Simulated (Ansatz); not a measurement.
OH+, multiplicity 3 (lowest of 2S+1 = 1, 3, 5 at CCSD(T)/def2-TZVPP on PBE0 minima; our sources give no spin for the ground state, which may be another), most abundant isotopes (1.0078 and 15.9949 u). Constants from fifth-degree fits in 1/R to seven points on the lowest solution found; no spin–orbit coupling, no relativity up to Kr; ω_e x_e and α_e move by some per cent with the fit.

Frozen-core correlation. CBS(a, b) extrapolates the correlation energy as X⁻³ and adds the Hartree–Fock energy of set b.

Run with Ansatz (Gaussian basis) for Hartree–Fock, density functionals and correlated methods. Each number belongs to the level named beside it.

| level | r_e (Å) | ω_e (cm⁻¹) | ω_e x_e (cm⁻¹) | α_e (cm⁻¹) |
|---|---|---|---|---|
| PBE/def2-TZVPP | 1.0476 | 2954.2 | 81.4 | 0.749 |
| CCSD(T)/CBS(aug-cc-pVQZ, aug-cc-pV5Z) | 1.0278 | 3124.7 | 81.2 | 0.744 |

**Question.** Predict ω_e, ω_e x_e, B_e and the fall in zero-point energy on putting deuterium (2.014102 u) for H, at CCSD(T)/CBS(aug-cc-pVQZ, aug-cc-pV5Z).

**Answer.** 
The curve stays; ρ = √(μ_H/μ_D) = √(0.94809/1.78885) = 0.72801. ω_e scales with ρ: 2275 cm⁻¹; ω_e x_e and B_e with ρ²: 43.0 and 8.920 cm⁻¹. The zero-point energy falls by 415 cm⁻¹, by which D₀ of the deuteride is larger.

Ansatz is an electronic-structure program.
